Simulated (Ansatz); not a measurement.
Reactions of `CO[As]([SiH3])OC`.

Calculated with Ansatz (gas phase, PBE0-D4/def2-TZVP geometries, no zero-point term in ΔE). CBS: MP2 limit from def2 TZ/QZ plus the TZ coupled-cluster correction, frozen cores. This one scheme is used for every species, atoms too. DFT in def2-TZVPP. Open shells (•) are unrestricted, without spin–orbit coupling. Spin–orbit coupling would lower the free atoms: a little for C, O, Si. For As outer-core shells are correlated without core-valence functions, so the limit isn't a true one: a few kJ/mol of doubt a bond, and 10 to 20 or more in all where bonds break to atoms. Scalar relativity is left out up to krypton. Each species was taken in one conformer, which may not be the lowest.

```csv
reaction,CCSD(T)/CBS(def2) (kJ/mol)
`CO[As]([SiH3])OC` → As• + 2 C• + 9 H• + 2 O• + Si•,5150
`CO[As]([SiH3])OC` → `CO[AsH][SiH3]` + `C=O`,?
`CO[As]([SiH3])OC` + H₂ → `CO[AsH][SiH3]` + CH₃OH,-9
`CO[As]([SiH3])OC` + `[SiH3]P` → `CO[AsH][SiH3]` + `CO[SiH2]P`,-79
```

Task: Fill in the missing values. (Estimate.)

Result: Ansatz gave: `CO[As]([SiH3])OC` → `CO[AsH][SiH3]` + `C=O`: +116.3 kJ/mol.

Largest T1 diagnostic: 0.015, for `C=O`.
